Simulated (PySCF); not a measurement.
## H₂ReO: one-bond stretch

Level of theory: PySCF, UPBE0, basis Re def2-TZVP with ECP60, O def2-TZVP, H def2-TZVP (scalar-relativistic core potentials, no spin–orbit coupling, density fitting).

Rigid scan from the quartet minimum (Re–H 1.673 Å (×2), Re–O 1.692 Å; H–Re–H 106.9°, H–Re–O 113.5° (×2)). Coordinate: the bond from Re to the last atom (H) scaled, the rest fixed. Energies in kJ/mol from the minimum.

```csv
scale of one bond,E (kJ/mol),dipole size (D),⟨S²⟩
0.92,16.4,2.38,3.77
0.96,3.7,2.34,3.77
1.00,0.0,2.31,3.77
1.05,4.7,2.27,3.77
1.12,23.4,2.22,3.77
1.20,54.9,2.19,3.78
1.35,125.3,2.20,3.80
1.55,212.7,–,4.02
1.80,274.0,–,4.48
2.20,301.9,–,4.73
```

Spin contamination is strong at 1.55, 1.80, 2.20, so these points are less reliable.

With open d or f shells other occupations or spin states may lie lower. Spin–orbit coupling, left out here, can matter for elements this heavy.

Other isomers or separated fragments may lie lower.
